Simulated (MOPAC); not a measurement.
MOPAC input (PM6):

```
PM6 FORCE THERMO(298,298) PRECISE LET UHF MS=0.5 GEO-OK AUX(PRECISION=9) THREADS=1
C3H2F3

C    -1.89989035 1   -0.17124448 1    0.26982932 1
C    -0.68093329 1    0.14687448 1   -0.26268837 1
F    -0.64972577 1    0.81849073 1   -1.42134134 1
C     0.58383264 1   -0.15033226 1    0.26734260 1
F     1.74395010 1    0.15961579 1   -0.25186990 1
F     0.79516922 1   -0.79740525 1    1.38692046 1
H    -2.00814991 1   -0.71023822 1    1.19855987 1
H    -2.83194906 1    0.09746495 1   -0.20651965 1
```

Output:

```
 *******************************************************************************
 **                                                                           **
 **                              MOPAC v23.2.5                                **
 **                                                                           **
 *******************************************************************************
 ** MOPAC's Digital Object Identifier: https://doi.org/10.5281/zenodo.6511958 **
 **                                                                           **
 ** Please cite the open-source release paper for use of this MOPAC version:  **
 ** J. E. Moussa and J. J. P. Stewart (2026)                                  **
 ** MOPAC: An open-source semiempirical molecular orbital program             **
 ** J. Open Source Softw., 11(119), 8025, https://doi.org/10.21105/joss.08025 **
 *******************************************************************************

                              PM6 CALCULATION RESULTS

 *******************************************************************************
 *  PM6        - The PM6 Hamiltonian to be used
 *  GEO-OK     - OVERRIDE INTERATOMIC DISTANCE AND OTHER SAFETY CHECKS
 *  UHF        - UNRESTRICTED HARTREE-FOCK CALCULATION
 *  MS=        - IN MECI, MAGNETIC COMPONENT OF SPIN =  0.5
 *  LET        - OVERRIDE SOME SAFETY CHECKS
 *  PRECISE    - TIGHTER CRITERIA TO BE USED
 *  FORCE      - FORCE CALCULATION SPECIFIED
 *  AUX        - OUTPUT AUXILIARY INFORMATION
 *  THERMO     - THERMODYNAMIC QUANTITIES TO BE CALCULATED
 *******************************************************************************
PM6 FORCE THERMO(298,298) PRECISE LET UHF MS=0.5 GEO-OK AUX(PRECISION=9) THREADS=1
 C3H2F3

   ATOM   CHEMICAL          X               Y               Z
  NUMBER   SYMBOL      (ANGSTROMS)     (ANGSTROMS)     (ANGSTROMS)

     1       C         -1.89989035  *  -0.17124448  *   0.26982932  *
     2       C         -0.68093329  *   0.14687448  *  -0.26268837  *
     3       F         -0.64972577  *   0.81849073  *  -1.42134134  *
     4       C          0.58383264  *  -0.15033226  *   0.26734260  *
     5       F          1.74395010  *   0.15961579  *  -0.25186990  *
     6       F          0.79516922  *  -0.79740525  *   1.38692046  *
     7       H         -2.00814991  *  -0.71023822  *   1.19855987  *
     8       H         -2.83194906  *   0.09746495  *  -0.20651965  *

          CARTESIAN COORDINATES

    NO.       ATOM           X           Y           Z

     1         C         -1.8999     -0.1712      0.2698
     2         C         -0.6809      0.1469     -0.2627
     3         F         -0.6497      0.8185     -1.4213
     4         C          0.5838     -0.1503      0.2673
     5         F          1.7440      0.1596     -0.2519
     6         F          0.7952     -0.7974      1.3869
     7         H         -2.0081     -0.7102      1.1986
     8         H         -2.8319      0.0975     -0.2065

 General Reference for PM6:
 "Optimization of Parameters for Semiempirical Methods V: Modification of NDDO Approximations
 and Application to 70 Elements", J. J. P. Stewart, J. Mol. Mod., 13, 1173-1213 (2007)
 URL: https://link.springer.com/article/10.1007/s00894-007-0233-4

           Empirical Formula: C3 H2 F3  =     8 atoms
[...]
 EFFECTIVE MASS      2.3438
 FORCE CONSTANT      0.5107

 VIBRATION         14    9A'         ATOM PAIR     ENERGY CONTRIBUTION    RADIAL
 FREQUENCY          1410.43         C 4 -- F 6         +37.2% ( 88.4%)     88.6%
 TRANSITION DIPOLE   2.3874         C 4 -- F 5         +33.2% ( 83.5%)     74.4%
 TRAVEL (Ang.)       0.0860         C 2 -- C 4         +23.5% ( 70.3%)      3.7%
 REDUCED MASS        6.4696         F 5 -- F 6          +4.6% ( 31.1%)      1.3%
 EFFECTIVE MASS     13.8519
 FORCE CONSTANT      7.5829

 VIBRATION         15   10A'         ATOM PAIR     ENERGY CONTRIBUTION    RADIAL
 FREQUENCY          1433.36         C 1 -- C 2         +27.4% ( 79.7%)     99.6%
 TRANSITION DIPOLE   0.6786         C 2 -- C 4         +26.2% ( 77.8%)     55.3%
 TRAVEL (Ang.)       0.1063         C 2 -- F 3         +18.1% ( 64.7%)     48.2%
 REDUCED MASS        4.1614         C 4 -- F 5         +11.4% ( 51.3%)     83.8%
 EFFECTIVE MASS     12.3622
 FORCE CONSTANT      5.0373

 VIBRATION         16   11A'         ATOM PAIR     ENERGY CONTRIBUTION    RADIAL
 FREQUENCY          1547.14         C 2 -- C 4         +29.3% ( 78.7%)     76.8%
 TRANSITION DIPOLE   1.3766         C 4 -- F 5         +17.8% ( 61.2%)     56.3%
 TRAVEL (Ang.)       0.1073         C 4 -- F 6         +16.9% ( 59.7%)     51.4%
 REDUCED MASS        3.7836         C 1 -- C 2         +16.0% ( 58.1%)     51.7%
 EFFECTIVE MASS     12.6009         C 2 -- F 3         +12.6% ( 51.5%)     99.9%
 FORCE CONSTANT      5.3361

 VIBRATION         17   12A'         ATOM PAIR     ENERGY CONTRIBUTION    RADIAL
 FREQUENCY          2722.71         C 1 -- H 8         +50.1% ( 72.9%)     98.5%
 TRANSITION DIPOLE   0.8617         C 1 -- H 7         +48.9% ( 72.0%)     98.3%
 TRAVEL (Ang.)       0.2196         C 1 -- C 2          +1.1% ( 10.6%)      0.0%
 REDUCED MASS        0.5134
 EFFECTIVE MASS      1.5205
 FORCE CONSTANT      2.2424

 VIBRATION         18   13A'         ATOM PAIR     ENERGY CONTRIBUTION    RADIAL
 FREQUENCY          2776.05         C 1 -- H 7         +50.3% ( 69.8%)     95.8%
 TRANSITION DIPOLE   0.9687         C 1 -- H 8         +49.0% ( 68.9%)     95.6%
 TRAVEL (Ang.)       0.2242         C 1 -- C 2          +0.7% (  8.0%)    100.0%
 REDUCED MASS        0.4830
 EFFECTIVE MASS      1.2492
 FORCE CONSTANT      2.1933

      SYMMETRY NUMBER FOR POINT-GROUP Cs  =  1

          SYSTEM IS A GROUND STATE

 C3H2F3

          MOLECULE IS NOT LINEAR

          THERE ARE 18 GENUINE VIBRATIONS IN THIS SYSTEM
          THIS THERMODYNAMICS CALCULATION IS LIMITED TO
          MOLECULES WHICH HAVE NO INTERNAL ROTATIONS

                    CALCULATED THERMODYNAMIC PROPERTIES
                                          *
   TEMP. (K)   PARTITION FUNCTION   H.O.F.    ENTHALPY  HEAT CAPACITY ENTROPY
                                   KCAL/MOL   CAL/MOLE    CAL/K/MOL  CAL/K/MOL

 298.00  VIB.     0.1151D+02                  2064.0804    14.2827    11.7808
         ROT.     0.1443D+06                   888.2803     2.9808    26.5882
         INT.     0.1660D+07                  2952.3607    17.2635    38.3690
         TRA.     0.8958D+27                  1480.4672     4.9680    39.5643
         TOT.                     -111.911    4432.8279    22.2315    77.9333

   *: NOTE: HEATS OF FORMATION ARE RELATIVE TO THE
            ELEMENTS IN THEIR STANDARD STATE AT 298K
              (=  Standard Enthalpy of Formation).

            Hvib:  Zero-point energy is not included.
                   frequencies of less than zero cm-1 are not included.
            Hrot = (3/2)RT
            Htra = (3/2)RT + pV = (5/2)RT

            Heat capacity is Cp, not Cv

          For more information, see: HTTP://OpenMOPAC.net/Manual/thermochemistry.html

           FORCE CONSTANT IN CARTESIAN COORDINATES (Millidynes/A)

    ATOM   CHEMICAL       X               Y               Z
   NUMBER   SYMBOL  FORCE CONSTANT  FORCE CONSTANT  FORCE CONSTANT

      1       C        9.735154        6.649491        1.676466
      2       C        9.858511        9.694432        1.372576
      3       F        2.364284        6.035216        0.267431
      4       C       10.717048       11.092159        0.434707
      5       F        8.530899        0.944162        0.085430
      6       F        1.805728        7.648522        0.081774
      7       H        1.845467        3.069438        0.269651
      8       H        1.844952        3.064147        0.274569

 **********************
 *                    *
 * JOB ENDED NORMALLY *
 *                    *
 **********************

 == MOPAC DONE ==
```
